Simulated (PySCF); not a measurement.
# Simulated absorption spectrum

C7H4FNO.
SMILES: `O=C=Nc1ccccc1F`

Method: PySCF, TDDFT PBE0/def2-SVPD, vertical, gas phase, core orbitals frozen in the response. Geometry: PBE0-D3(BJ)/def2-SVP, one conformer, isolated molecule. Torsions of this conformer, `[O:1]=[C:2]=[N:3][c:4]1[cH:5][cH:6][cH:7][cH:8][c:9]1[F:10]`: C2–N3–C4–C5 -179°.

Broadening: Gaussians 0.5 eV wide at half height, area fixed by f = 4.319×10⁻⁹ ∫ε dν̃. The width is an assumption, not a result. The curve ends short of the highest state used, and states not computed would add to its high-energy end.

```
λ (nm)  ε (L mol⁻¹ cm⁻¹)
 185.7             39365
 189.1             37607
 192.5             28766
 195.9             18057
 199.3              9522
 202.7              4644
 206.1              3176
 209.5              4348
 212.9              7257
 216.3             10686
 219.7             13206
 223.1             13814
 226.5             12461
 229.9              9930
 233.3              7222
 236.7              5004
 240.1              3462
 243.5              2465
 246.9              1800
 250.3              1310
 253.7               922
 257.1               615
 260.5               386
 263.9               227
 267.3               125
 270.7                65
 274.1                32
 277.5                15
 280.9                 7
 284.3                 3
```

Q: Where are the band maxima, and which computed states make them?

A: 222 nm (5.58 eV), ε about 14000, made up of S2 (99%); 187 nm (6.64 eV), ε about 40000, made up of S4 (33%) and S7 (67%) (ε in L mol⁻¹ cm⁻¹; maxima over ε = 5, shares over 10%). The states used: S1 5.11 eV (f 0.028); S2 5.58 eV (f 0.254); S3 5.79 eV (f 0.0007); S4 6.49 eV (f 0.307); S5 6.56 eV (f 0.0016); S6 6.61 eV (f 0.0004); S7 6.71 eV (f 0.523); S8 6.88 eV (f 0.0021); S9 6.96 eV (f 0.0037); S10 7.28 eV (f 0.0014).

Q: Coming from long wavelengths, where does ε first pass 100 L mol⁻¹ cm⁻¹?

A: At about 268 nm (4.62 eV), 0.49 eV below S1.

Q: On this curve, what absorbance would a 10⁻⁴ mol/L sample give at 254 nm over a 1 cm path?

A: 254 nm is 4.881 eV, where ε is about 890 L mol⁻¹ cm⁻¹, so A = ε c l ≈ 0.089 (Beer–Lambert, with the gas-phase spectrum and the assumed width).

Q: What would ε be at 6.64 eV, the highest of these maxima, with half the width (0.25 eV)?

A: About 57700 L mol⁻¹ cm⁻¹ against 39800, a factor of about 1.4; a lone state at its own centre would give exactly 2.

The vertical ionisation energy (ΔSCF) is 8.90 eV, 1.63 eV above S10.
